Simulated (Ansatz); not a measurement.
Born–Oppenheimer molecular dynamics of CH7AlClNSi (12 atoms, charge 0, multiplicity 1). It goes on from the last frame of an earlier run, with new velocities.

Theory: RKS LDA/STO-3G (Ansatz).

| Property | Result |
| --- | --- |
| ensemble | NVT, Langevin thermostat |
| time step | 0.5 fs |
| steps asked | 150 |
| set temperature | 1000 K |
| friction | 0.01 /fs |
| seed | 383165 |

Frames 2.5 fs apart, positions in Å.

Velocities at 0.0 fs (Å/ps):

```
C -8.92 8.56 -6.40
Si 5.63 -6.45 1.11
N -8.25 -16.52 13.07
Al -3.47 4.07 -3.37
Cl 4.70 7.11 -4.14
H 3.20 18.66 47.00
H 19.35 -52.00 -32.77
H -0.95 10.23 4.34
H 2.18 -17.77 6.90
H -7.47 -31.40 4.60
H -8.28 10.94 22.80
H -16.24 9.44 46.43
```

```xyz
12
Properties=species:S:1:pos:R:3 time_fs=0.0 energy_less_start_eV=0.000 T=917
C -1.499 0.561 0.108
Si -0.047 -0.526 -0.088
N 0.298 -1.288 1.474
Al 1.857 0.556 -0.704
Cl 1.422 2.190 -1.920
H -1.316 1.640 0.259
H -2.116 0.207 0.996
H -2.021 0.442 -0.837
H -0.515 -1.482 -1.065
H 0.938 -2.167 1.533
H -0.631 -1.516 1.931
H 3.339 0.560 -0.366
12
Properties=species:S:1:pos:R:3 time_fs=2.5 energy_less_start_eV=-0.002 T=1019
C -1.524 0.588 0.094
Si -0.032 -0.542 -0.082
N 0.276 -1.335 1.508
Al 1.847 0.566 -0.712
Cl 1.432 2.209 -1.933
H -1.313 1.676 0.353
H -2.064 0.081 0.887
H -2.045 0.476 -0.823
H -0.514 -1.539 -1.037
H 0.871 -2.214 1.509
H -0.636 -1.505 1.982
H 3.291 0.551 -0.264
12
Properties=species:S:1:pos:R:3 time_fs=5.0 energy_less_start_eV=0.157 T=894
C -1.542 0.619 0.083
Si -0.017 -0.557 -0.075
N 0.253 -1.375 1.540
Al 1.835 0.574 -0.720
Cl 1.440 2.227 -1.946
H -1.317 1.643 0.405
H -2.059 -0.016 0.804
H -2.124 0.528 -0.853
H -0.498 -1.609 -1.014
H 0.766 -2.241 1.455
H -0.627 -1.534 2.051
H 3.242 0.517 -0.145
12
Properties=species:S:1:pos:R:3 time_fs=7.5 energy_less_start_eV=0.348 T=809
C -1.554 0.635 0.073
Si -0.002 -0.571 -0.064
N 0.228 -1.399 1.565
Al 1.822 0.586 -0.728
Cl 1.450 2.247 -1.960
H -1.353 1.603 0.449
H -2.104 -0.056 0.761
H -2.183 0.612 -0.876
H -0.445 -1.657 -0.994
H 0.677 -2.331 1.390
H -0.629 -1.553 2.141
H 3.189 0.490 -0.048
12
Properties=species:S:1:pos:R:3 time_fs=10.0 energy_less_start_eV=0.351 T=853
C -1.560 0.625 0.057
Si 0.010 -0.587 -0.050
N 0.200 -1.423 1.581
Al 1.810 0.597 -0.734
Cl 1.459 2.268 -1.975
H -1.373 1.623 0.516
H -2.176 0.001 0.731
H -2.163 0.717 -0.847
H -0.371 -1.667 -0.947
H 0.566 -2.422 1.349
H -0.637 -1.581 2.228
H 3.129 0.483 0.003
12
Properties=species:S:1:pos:R:3 time_fs=12.5 energy_less_start_eV=0.472 T=729
C -1.565 0.604 0.051
Si 0.015 -0.603 -0.031
N 0.176 -1.452 1.594
Al 1.795 0.607 -0.737
Cl 1.466 2.285 -1.989
H -1.382 1.613 0.563
H -2.270 0.118 0.723
H -2.117 0.832 -0.820
H -0.313 -1.675 -0.934
H 0.425 -2.450 1.345
H -0.635 -1.599 2.267
H 3.078 0.500 0.040
12
Properties=species:S:1:pos:R:3 time_fs=15.0 energy_less_start_eV=0.447 T=763
C -1.562 0.584 0.058
Si 0.015 -0.617 -0.011
N 0.148 -1.480 1.601
Al 1.784 0.618 -0.733
Cl 1.469 2.300 -2.001
H -1.358 1.526 0.568
H -2.377 0.213 0.727
H -2.086 0.929 -0.868
H -0.246 -1.677 -0.968
H 0.304 -2.454 1.341
H -0.648 -1.547 2.255
H 3.066 0.542 0.041
12
Properties=species:S:1:pos:R:3 time_fs=17.5 energy_less_start_eV=0.426 T=732
C -1.558 0.558 0.074
Si 0.007 -0.626 0.013
N 0.127 -1.503 1.603
Al 1.773 0.628 -0.729
Cl 1.473 2.315 -2.013
H -1.271 1.451 0.583
H -2.455 0.277 0.695
H -2.016 0.960 -0.920
H -0.171 -1.690 -1.006
H 0.213 -2.514 1.300
H -0.712 -1.448 2.242
H 3.077 0.590 0.026
12
Properties=species:S:1:pos:R:3 time_fs=20.0 energy_less_start_eV=0.333 T=919
C -1.560 0.528 0.086
Si -0.011 -0.637 0.041
N 0.117 -1.521 1.603
Al 1.768 0.634 -0.721
Cl 1.477 2.327 -2.021
H -1.148 1.440 0.642
H -2.493 0.289 0.619
H -1.872 0.913 -0.879
H -0.103 -1.694 -1.019
H 0.119 -2.571 1.291
H -0.771 -1.344 2.199
H 3.110 0.618 -0.011
12
Properties=species:S:1:pos:R:3 time_fs=22.5 energy_less_start_eV=0.402 T=901
C -1.550 0.500 0.104
Si -0.033 -0.648 0.066
N 0.101 -1.541 1.601
Al 1.763 0.643 -0.713
Cl 1.485 2.334 -2.035
H -1.065 1.401 0.679
H -2.515 0.268 0.548
H -1.704 0.856 -0.878
H -0.030 -1.683 -0.987
H -0.006 -2.558 1.316
H -0.782 -1.277 2.115
H 3.140 0.627 -0.079
12
Properties=species:S:1:pos:R:3 time_fs=25.0 energy_less_start_eV=0.516 T=855
C -1.522 0.479 0.127
Si -0.053 -0.661 0.088
N 0.086 -1.557 1.596
Al 1.756 0.653 -0.704
Cl 1.492 2.339 -2.053
H -1.054 1.282 0.686
H -2.527 0.189 0.507
H -1.558 0.826 -0.971
H 0.022 -1.675 -0.944
H -0.130 -2.549 1.366
H -0.815 -1.249 2.044
H 3.170 0.632 -0.147
12
Properties=species:S:1:pos:R:3 time_fs=27.5 energy_less_start_eV=0.750 T=717
C -1.491 0.458 0.132
Si -0.068 -0.676 0.106
N 0.072 -1.577 1.595
Al 1.746 0.664 -0.691
Cl 1.498 2.339 -2.069
H -1.083 1.218 0.720
H -2.494 0.092 0.482
H -1.438 0.791 -0.952
H 0.022 -1.679 -0.932
H -0.249 -2.577 1.421
H -0.842 -1.212 2.026
H 3.203 0.624 -0.232
```

Of the whole run (75 fs, mean temperature of the second half 700 K): The mean temperature of the second half is 30 % below the set value. A run of 0.075 ps of so small a system gives no equilibrium averages. Limits of this set-up: minimal basis.

Time of the run: 9.4 min on 1 CPU thread of a shared host.
